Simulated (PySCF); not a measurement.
Mg(iPr)(OH) (C3H8MgO), SMILES C[CH](C)[Mg][OH].

The structure is a stationary point at r2SCAN-D4/def2-SVP. The values are those of a single conformer.

These are IEF-PCM-ωB97X/def2-SVP (PySCF 2.14.0) values and carry that method's errors.

The values are the electrostatic part of the solvation free energy, E(continuum) − E(gas) at the gas-phase geometry, in a cavity of scaled van der Waals radii (PySCF's table); cavitation and dispersion terms are not included. A continuum can't describe solvent molecules that bind to the metal. In vacuum the orbital gap is 9.58 eV. The dipole moment in vacuum is 0.48 D.

```csv
solvent,ε,ΔG(elec) (kcal/mol),dipole (D),gap (eV)
water,78.36,-9.0,1.06,9.70
methanol,32.61,-8.7,1.04,9.69
chloroform,4.71,-6.3,0.84,9.66
```
